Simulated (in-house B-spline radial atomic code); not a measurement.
## Ionising neutral palladium with different functionals

Computed with a radial B-spline atomic code at the basis-set limit: non-relativistic Hamiltonian, point nucleus, spin-polarised at highest spin, spherical fractional occupations for the functionals, and exact exchange of hybrids averaged over the configuration. The ionisation energy is the difference of two self-consistent energies, [Kr] 4d10 → [Kr] 4d9, without Breit or QED terms; ε is the level of the shell that loses the electron (its least bound occupied spin orbital). There is no spin-orbit coupling in this Hamiltonian.

```json
{"method": "PBE0", "rung": "global hybrid", "ΔSCF (eV)": "8.69", "-ε(4d) (eV)": "5.51"}
{"method": "B3LYP", "rung": "global hybrid", "ΔSCF (eV)": "8.90", "-ε(4d) (eV)": "5.36"}
{"method": "TPSSh", "rung": "global hybrid", "ΔSCF (eV)": "8.79", "-ε(4d) (eV)": "4.53"}
{"method": "M06-2X", "rung": "global hybrid", "ΔSCF (eV)": "?", "-ε(4d) (eV)": "?"}
{"method": "BHandHLYP", "rung": "global hybrid", "ΔSCF (eV)": "8.29", "-ε(4d) (eV)": "6.95"}
{"method": "r2SCAN0", "rung": "global hybrid", "ΔSCF (eV)": "8.73", "-ε(4d) (eV)": "5.56"}
{"method": "B97-1", "rung": "global hybrid", "ΔSCF (eV)": "?", "-ε(4d) (eV)": "?"}
{"method": "HSE06", "rung": "range-separated hybrid", "ΔSCF (eV)": "8.70", "-ε(4d) (eV)": "5.12"}
{"method": "wB97X", "rung": "range-separated hybrid", "ΔSCF (eV)": "8.57", "-ε(4d) (eV)": "8.00"}
{"method": "CAM-B3LYP", "rung": "range-separated hybrid", "ΔSCF (eV)": "8.75", "-ε(4d) (eV)": "7.03"}
{"method": "LC-wPBE", "rung": "range-separated hybrid", "ΔSCF (eV)": "8.52", "-ε(4d) (eV)": "8.18"}
```

(1) What does B97-1 give?

(2) What does M06-2X give?

(3) Among the functionals, which spreads more, the ΔSCF values or the orbital energies?

(4) How do they compare with the NIST value?

## Answers

(1) ΔSCF 8.71 eV, and -ε(4d) = 5.23 eV.

(2) ΔSCF 8.35 eV, and -ε(4d) = 7.28 eV.

(3) The orbital energies: ΔSCF values span about 0.61 eV and the orbital energies 3.64 eV; here energy differences depend much less on the functional than eigenvalues do.

(4) NIST lists 8.337 eV (measured, ground level to ground level). Errors run from -0.05 to +0.56 eV; M06-2X is closest (+0.01 eV), but part of that can be cancellation, since the calculations leave out relativity, Breit-QED terms, multiplet and fine-structure energies.
